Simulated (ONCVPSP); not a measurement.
Cutoff test, beryllium (Be), ONCV

* Element: beryllium
* Generator: ONCVPSP 4.0.1
* Type: optimised norm-conserving Vanderbilt (ONCV)
* Functional: PBE
* Relativity: scalar-relativistic
* Frozen core: [He]
* Valence charge: 2
* Reference configuration: 2s2
* Partial waves: 2s: rc 2.30 bohr, ncon 4, nbas 9, qcut 2.2 1/bohr, 2 projectors, debl 1.2 Ha; p scattering state at 0.08 Ha: rc 1.85 bohr, ncon 4, nbas 9, qcut 4.1 1/bohr, 2 projectors, debl 1 Ha
* Local potential: polynomial inside 1.35 bohr (lpopt 5, dvloc0 6 Ha)
* Core correction: polynomial model core, fcfact 0.35

In the p channel the program set the typed energies aside and used 0.050, 1.050 Ha.

For each optimised wave give the share of its norm inside rc, the residual kinetic energy above qcut (Ha) and the cutoffs (Ha) for errors of 10, 1, 0.1 and 0.01 mHa per electron.

| wave | norm inside rc | residual KE | 10 mHa | 1 mHa | 0.1 mHa | 0.01 mHa |
| --- | --- | --- | --- | --- | --- | --- |
| 2s | 0.456 | 2.5e-03 | 0.7 | 5.6 | 39.2 | 47.1 |
| s projector 2 | 0.135 | 1.7e-02 | 2.9 | 7.0 | 23.4 | 50.2 |
| p projector 1 | 0.463 | 1.4e-03 | 5.5 | 9.2 | 63.3 | 80.3 |
| p projector 2 | 0.309 | 7.1e-03 | 7.9 | 12.0 | 32.7 | 68.3 |

The occupied waves need 5.6 Ha and 39 Ha for 1 and 0.1 mHa.
